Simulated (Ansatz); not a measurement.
`[NH]=[Nb]([F])([F])[F]`. Charge 0, multiplicity 1. Nb takes the def2 core potential. Geometry: relaxed with PBE0-D4/def2-TZVP. It is one conformer, not always the lowest.

```xyz
6

N     0.286   -1.226    0.157
Nb   -0.104    0.446   -0.057
F    -0.793    1.079    1.556
F     1.468    1.340   -0.516
F    -1.368    0.562   -1.423
H     0.511   -2.201    0.283
```

Q: What is the dipole moment at ωB97M-V/def2-TZVPP? (Estimate.)

A: The calculation gave: 1.09 D, with components (0.24, -1.05, 0.14) D in this frame, pointing from negative to positive charge.

Q: And with PBE, r2SCAN, B3LYP? (An estimate is asked.)

A: Ansatz gave: PBE 1.01 D, r2SCAN 1.02 D, B3LYP 1.12 D.

Q: Give the Mulliken charges with ωB97M-V, B3LYP, PBE in def2-TZVPP. (Estimate.)

A: Computed: 
| atom | ωB97M-V | B3LYP | PBE |
| --- | --- | --- | --- |
| N1 | -0.62 | -0.65 | -0.62 |
| Nb2 | 1.64 | 1.65 | 1.47 |
| F3 | -0.39 | -0.39 | -0.34 |
| F4 | -0.39 | -0.39 | -0.34 |
| F5 | -0.39 | -0.39 | -0.34 |
| H6 | 0.14 | 0.18 | 0.19 |

B3LYP here is the variant with VWN-RPA as its local correlation; programs differ in this.
